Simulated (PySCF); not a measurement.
Compound: C₆H₈ClO (doublet state).
Z-matrix (Å and degrees, GFN2-xTB geometry), rows numbered from 1:
```
C 
C   1  1.2836
Cl  2  1.8129  1  119.10
O   2  1.3315  1  132.87  3   179.61
C   4  1.4177  2  114.47  1     0.32
C   5  1.5055  4  110.98  2  -177.07
C   6  1.3214  5  122.59  4    -1.11
C   6  1.4985  5  113.75  4   178.95
H   1  1.0580  2  141.54  3     0.47
H   5  1.1008  4  109.22  2   -55.57
H   5  1.1009  4  109.33  2    61.41
H   7  1.0748  6  121.56  5    -0.01
H   7  1.0762  6  121.44  5  -180.00
H   8  1.0859  6  110.54  5  -179.66
H   8  1.0897  6  110.44  5    59.89
H   8  1.0896  6  110.45  5   -59.20
```

The hyperfine couplings belong to this conformer and change with its torsions.

Identity: `[C](=C(\OCC(=C)C)Cl)/[H]` [radical].

Level of theory: UKS B3LYP, pcH-1 on C Cl H O, non-relativistic, mean-field spin-orbit, GIAO (PySCF). The structure is a single GFN2-xTB conformer in the gas phase; no vibrational or solvent corrections. The geometry wasn't refined by DFT: couplings that depend on bond lengths, twists or pyramidal angles can differ widely from those at the functional's own minimum. The SCF solution wasn't tested for stability.

(1) Break the g tensor into its mass correction, gauge correction and orbital-Zeeman/spin–orbit terms.

(2) At 9.492 GHz, how far is the centre of the isotropic spectrum from where a free electron (g = 2.002319) resonates?

(3) How much does each term add to the isotropic shift?

(4) What effective moment and Curie constant follow for a powder?

(5) In a frozen sample, at which fields do the three g values resonate at 9.5, 34, 94 and 263 GHz (hyperfine left aside), and which band first spreads them over more than twice a line width of 1.0 mT?

Answers

(1) 
```csv
Δg (ppm),1,2,3
relativistic mass correction,-173,-173,-173
gauge correction,23,56,5
orbital Zeeman/spin–orbit,-3099,501,1420
total,-3247,384,1254
```

So g = 1.99907, 2.00270, 2.00357 and g_iso = 2.00178; the tensor is rhombic: the two nearest values differ by 19 % of g3 − g1. Axes: g3 points within 8° of the C2–Cl3 bond.

(2) B = hν/(g μB) with μB/h = 13.99624 MHz/mT gives 338.70 mT for the free electron and 338.79 mT at g_iso, 0.09 mT higher.

(3) The orbital-Zeeman/spin–orbit term -393, the mass correction -173 and the gauge correction 28 ppm, for a total of -537 ppm. The orbital-Zeeman/spin–orbit term is the largest in size. The mass correction is the same along every axis, so the anisotropy comes from the other two: their spans along these axes are 51 (gauge) and 4519 ppm (orbital Zeeman/spin–orbit).

(4) With the mean of g² = 4.0071 and S(S+1) = 0.75: μ_eff = √(⟨g²⟩S(S+1)) = 1.734 μB and χT = 0.12505·⟨g²⟩·S(S+1) = 0.376 cm³ K/mol (cgs; spin-Hamiltonian part alone).

(5) 
| band | GHz | B(g3) mT | B(g2) mT | B(g1) mT | spread mT |
| --- | --- | --- | --- | --- | --- |
| X | 9.5 | 338.77 | 338.92 | 339.53 | 0.76 |
| Q | 34.0 | 1212.45 | 1212.97 | 1215.18 | 2.73 |
| W | 94.0 | 3352.05 | 3353.51 | 3359.60 | 7.55 |
| J | 263.0 | 9378.62 | 9382.69 | 9399.74 | 21.12 |

The spread grows in proportion to the frequency. Q band is the first where it exceeds 2.0 mT.

Largest spin populations (Mulliken): C1 (+0.98), Cl3 (+0.13) and C2 (-0.11). C1 is the only atom above +0.15. The positive populations add up to 1.13 and the negative ones to -0.13, together 2S = 1.

The HOMO–LUMO gaps are 7.30 eV among the α and 3.53 eV among the β orbitals.
